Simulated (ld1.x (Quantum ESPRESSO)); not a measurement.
**Reading a pseudo-wave (Lu)**

Columns: radius, all-electron u(r) and pseudo u(r) of the 5d shell (level -1.63 eV) of lutetium in the configuration [Kr] 4d10 4f14 5s2 5p6 5d1.5 6s1.5 6p0; BP86, scalar-relativistic, PAW scheme, ld1.x (Quantum ESPRESSO) 7.5.

| r (bohr) | all-electron | pseudo |
| --- | --- | --- |
| 0.152 | 0.1288 | 0.0008 |
| 0.305 | -0.1498 | 0.0063 |
| 0.458 | -0.2171 | 0.0206 |
| 0.610 | -0.0869 | 0.0462 |
| 0.762 | 0.0906 | 0.0843 |
| 0.915 | 0.2502 | 0.1347 |
| 1.068 | 0.3732 | 0.1947 |
| 1.220 | 0.4600 | 0.2602 |
| 1.372 | 0.5178 | 0.3269 |
| 1.525 | 0.5534 | 0.3906 |
| 1.678 | 0.5724 | 0.4465 |
| 1.830 | 0.5795 | 0.4909 |
| 1.982 | 0.5783 | 0.5223 |
| 2.135 | 0.5712 | 0.5405 |
| 2.288 | 0.5602 | 0.5464 |
| 2.440 | 0.5468 | 0.5422 |
| 2.592 | 0.5318 | 0.5311 |
| 2.745 | 0.5156 | 0.5158 |
| 2.898 | 0.4988 | 0.4989 |
| 3.050 | 0.4818 | 0.4818 |
| 3.202 | 0.4647 | 0.4647 |
| 3.355 | 0.4475 | 0.4475 |
| 3.508 | 0.4303 | 0.4303 |
| 3.660 | 0.4135 | 0.4135 |
| 3.812 | 0.3969 | 0.3969 |
| 3.965 | 0.3806 | 0.3806 |

Question: How many radial nodes do the two functions have?

Answer: The all-electron 5d function has n − l − 1 = 2; the pseudo-wave has 0, since the states of the same l below it are removed with the core.

Question: At about which radius was the pseudo-wave matched?

Answer: 3.05 bohr. The columns agree to 0.0005 from 2.75 bohr on; several derivatives are matched, so the curves merge somewhat inside the radius.

Question: Is the pseudo-wave norm-conserving?

Answer: No, it belongs to a PAW set: the norm inside the radius is not constrained, and the difference is carried by the augmentation charge.
